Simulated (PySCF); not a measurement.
# Polarisability and C₆ of Ne (neon, neutral)

[Ne], closed-shell 1S. All numbers are calculated (PySCF 2.14, no relativity, point nucleus, in aug-cc-pVDZ (4s3p2d, 23 functions)). Coupled (time-dependent) response in atomic units; α is the mean over directions. A double-zeta set is small for polarisabilities.

```tsv
method	mean α (bohr³)	C₆ (like pair)	S(−4)
UHF	1.832	4.121	1.247
PBE	2.139	4.796	2.330
PBE0	2.032	4.571	1.892
revPBE	2.156	4.845	2.375
BP86	2.116	4.758	2.203
```

S(−4) is the Cauchy moment in α(ω) = α(0) + S(−4) ω² + …

Reference α: 2.661 bohr³ (recommended; Schwerdtfeger and Nagle, table of static dipole polarizabilities (2023 update)). Published C₆: 6.200 (Chu and Dalgarno (2004); Tang, Norbeck and Certain (1976)).

α(iu) at revPBE:

| u (hartree) | α(iu) (bohr³) |
| --- | --- |
| 0 | 2.156 |
| 0.0500 | 2.150 |
| 0.100 | 2.132 |
| 0.200 | 2.068 |
| 0.300 | 1.977 |
| 0.500 | 1.767 |
| 0.750 | 1.526 |
| 1.00 | 1.328 |
| 1.50 | 1.024 |
| 2.00 | 0.7978 |
| 3.00 | 0.5024 |
| 5.00 | 0.2368 |

A single London oscillator, α(iu) = α/(1 + u²/ω²), gives C₆ = (3/4) ω α². Matching the computed C₆ needs ω = 4 × 4.845 / (3 × 2.156²) = 1.39 hartree.
